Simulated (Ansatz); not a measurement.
NH+, multiplicity 4 (not the ground state: that is measured with 2S+1 = 2), most abundant isotopes (1.0078 and 14.0031 u). Constants from fifth-degree fits in 1/R to seven points on the lowest solution found; no spin–orbit coupling, no relativity up to Kr; ω_e x_e and α_e move by some per cent with the fit.

Cores are frozen in the correlated methods. CBS(a, b) extrapolates the correlation energy as X⁻³ and adds the Hartree–Fock energy of set b.

Run with Ansatz (Gaussian basis) for Hartree–Fock, density functionals and correlated methods. Values without a source in brackets are computed.

| level | r_e (Å) | ω_e (cm⁻¹) | ω_e x_e (cm⁻¹) | α_e (cm⁻¹) |
|---|---|---|---|---|
| PBE/def2-TZVPP | 1.1139 | 2504.1 | 103 | 0.850 |
| CCSD(T)/CBS(aug-cc-pVQZ, aug-cc-pV5Z) | 1.0927 | 2710.9 | 84.5 | 0.747 |

### Question
Predict ω_e, ω_e x_e, B_e and the fall in zero-point energy on putting deuterium (2.014102 u) for H, at CCSD(T)/CBS(aug-cc-pVQZ, aug-cc-pV5Z).

### Answer

The curve stays; ρ = √(μ_H/μ_D) = √(0.94016/1.76084) = 0.73070. ω_e scales with ρ: 1981 cm⁻¹; ω_e x_e and B_e with ρ²: 45.1 and 8.018 cm⁻¹. The zero-point energy falls by 355 cm⁻¹, by which D₀ of the deuteride is larger.

Ansatz is a program for electronic structure.
